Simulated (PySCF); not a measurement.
**How methods differ on the excitation energy of O⁺**

O⁺ [He] 2s2 2p3 (4S) → O⁺ [He] 2s1 2p4 (4P), as a difference of total energies. All numbers are calculated (PySCF 2.14, scalar relativity by spin-free X2C-1e, in dyall-acv3z (15s9p4d2f, 76 functions)). Correlated levels: valence: 1s2 frozen; virtual orbitals above 40 to 60 times the deepest correlated orbital energy dropped. The calculations carry no spin-orbit coupling.

```tsv
method	excitation energy (eV)
UHF	14.953
MP2 (valence)	15.033
SCS-MP2 (valence)	15.045
CCSD (valence)	14.964
CCSD(T) (valence)	14.949
```

Errors of the correlated levels include the incompleteness of this basis and the frozen core.

For comparison: 14.870 eV (measured; NIST levels, between the centres of gravity of the two terms).
